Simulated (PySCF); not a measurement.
5-phenyl-1,3-thiazole (C9H7NS), SMILES c1ccc(-c2cncs2)cc1.

Geometry optimised at PBE0-D3(BJ)/def2-SVP. Other conformers were not sampled.

Two levels are set side by side: TDDFT-PBE/def2-SVP (PySCF) and TDDFT-ωB97X/def2-SVP (PySCF). Vertical, same geometry. The lowest singlet is HOMO−1→LUMO 88 % with PBE and HOMO→LUMO 94 % with the other functional; states are paired by order. Differences are taken from unrounded values.

| quantity | TDDFT-ωB97X |
|---|---|
| lowest singlet excitation (eV) | 4.94 |
| lowest triplet excitation (TDA) (eV) | 3.29 |
| first bright state (f over 0.05) (eV) | 4.94 |
| its oscillator strength | 0.45 |

Problem. What does TDDFT-PBE give, and how far is it from TDDFT-ωB97X? (The exact figures need the calculation; the answer reports its results.)

Solution. 
| quantity | TDDFT-PBE | TDDFT-PBE minus TDDFT-ωB97X |
|---|---|---|
| lowest singlet excitation (eV) | 4.13 | -0.80 |
| lowest triplet excitation (TDA) (eV) | 3.06 | -0.23 |
| first bright state (f over 0.05) (eV) | 4.30 | -0.63 |
| its oscillator strength | 0.34 | -0.12 |

A lower first singlet is the usual sign of a functional without exact exchange. Differences between two approximate levels are no errors against the true value.

Rough cost on one machine, each run with all the roots and properties that it gave: TDDFT-ωB97X against TDDFT-PBE about 8 times.
